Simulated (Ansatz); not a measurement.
Reaction (ligand exchange at the Si–O bond): `O[SiH]1BO1` + H₂Se → `[SeH][SiH]1BO1` + H₂O

Isolated molecules relaxed with PBE0-D4/def2-TZVP in Ansatz; ΔE leaves out vibrations. CCSD(T)/CBS adds triple-zeta CCSD(T) − MP2 to the extrapolated MP2 energy (def2 sets, frozen cores). This one scheme is used for every species. Functionals use def2-TZVPP. HSE06 is defined as in plane-wave codes. For Se outer-core shells are correlated without core-valence functions, which leaves a few kJ/mol of doubt a bond. Scalar relativity is left out up to krypton. Each species was taken in one conformer, which may not be the lowest.

`O[SiH]1BO1`:

Cartesian coordinates in Å:
```
O 0.343 -0.974 1.386
Si 0.063 -0.462 -0.140
B 0.403 1.300 -0.714
O -0.839 1.014 -0.267
H -0.211 -1.674 1.736
H -0.629 -1.528 -0.902
H 0.870 2.324 -1.099
```

H₂Se:

```xyz
3

Se    0.334   -0.445    0.399
H     0.330    1.016    0.270
H    -0.663   -0.572   -0.669
```

`[SeH][SiH]1BO1`:

```xyz
7

Se   -1.401   -1.687    0.323
Si    0.064    0.023    0.446
B     0.026    1.539   -0.692
O     0.799    0.510   -1.068
H    -0.416   -2.685    0.763
H     1.124   -0.290    1.428
H    -0.196    2.591   -1.200
```

H₂O:

Z-matrix (Å, degrees):
```
O
H 1 0.960
H 1 0.960 2 105.1
```

| level | ΔE (eV) |
| --- | --- |
| PBE-D4 | 0.18 |
| HSE06-D4 | 0.21 |
| PBE-QIDH | 0.27 |
| r2SCANh | 0.30 |
| CAM-B3LYP | 0.45 |
| MP2/def2-SVP | 0.30 |
| CCSD/def2-SVP | 0.35 |
| CCSD/def2-TZVPP | 0.36 |

**Question.** What does CCSD(T)/CBS give? (Estimate.)

**Answer.** Ansatz gave: +0.27 eV. The listed levels differ from it by -0.09, -0.06, 0.00, 0.03, 0.18, 0.03, 0.08, 0.09 eV.

Largest T1 diagnostic among the species: 0.016.

From BLYP to BHLYP (50 % exact exchange), in def2-TZVPP and without D4, ΔE moves by +0.07 eV. In def2-TZVPP, CCSD(T) changes the Hartree–Fock value by −0.18 eV (the triples alone add −0.04 eV) and MP2 by −0.22 eV.
